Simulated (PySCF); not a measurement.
PySCF 2.14 output of an unrestricted PBE calculation on a single atom or ion in x2c-TZVPPall with one added diffuse shell each of s, p, d, f type (12s8p8d5f2g, 129 functions), with scalar relativity by spin-free X2C-1e:

```
SCF conv_tol = 1e-09
number electrons alpha = 31  beta = 27
    J. P. Perdew, K. Burke, and M. Ernzerhof.,  Phys. Rev. Lett. 77, 3865 (1996)
    J. P. Perdew, K. Burke, and M. Ernzerhof.,  Phys. Rev. Lett. 78, 1396 (1997)
    J. P. Perdew, K. Burke, and M. Ernzerhof.,  Phys. Rev. Lett. 77, 3865 (1996)
    J. P. Perdew, K. Burke, and M. Ernzerhof.,  Phys. Rev. Lett. 78, 1396 (1997)
cycle= 1 E= -9235.96436632931  delta_E= -0.0247  |g|= 0.113  |ddm|= 0.348
cycle= 2 E= -9235.96074573345  delta_E= 0.00362  |g|= 0.181  |ddm|= 0.224
cycle= 3 E= -9235.96653435286  delta_E= -0.00579  |g|= 0.00505  |ddm|= 0.131
cycle= 4 E= -9235.9665347951  delta_E= -4.42e-07  |g|= 0.00112  |ddm|= 0.0157
cycle= 5 E= -9235.96653511566  delta_E= -3.21e-07  |g|= 0.00023  |ddm|= 0.00269
cycle= 6 E= -9235.96653518872  delta_E= -7.31e-08  |g|= 0.000141  |ddm|= 0.00149
cycle= 7 E= -9235.96653520099  delta_E= -1.23e-08  |g|= 0.000147  |ddm|= 0.000224
cycle= 8 E= -9235.96653509125  delta_E= 1.1e-07  |g|= 2.99e-05  |ddm|= 0.00349
cycle= 9 E= -9235.96653508956  delta_E= 1.69e-09  |g|= 6.04e-06  |ddm|= 0.000423
cycle= 10 E= -9235.96653508951  delta_E= 4.73e-11  |g|= 3.75e-06  |ddm|= 0.000169
converged SCF energy = -9235.96653508951  <S^2> = 6.0013894  2S+1 = 5.0005557
```

The run itself started from symmetry-adapted Hartree-Fock orbitals and held the occupation by maximum overlap, on a logarithmic radial grid, so the iterations belong to that start.

Problem. Which element, charge and spin multiplicity is this?

Solution. Pr+ (praseodymium, charge +1), multiplicity 5; the state was [Xe] 4f3 5d1, one real determinant (an excited configuration).

⟨L²⟩ = 40.01 against 72 for a pure L term, so this real determinant mixes terms. Spin-orbit coupling, absent here, splits the open shell strongly.
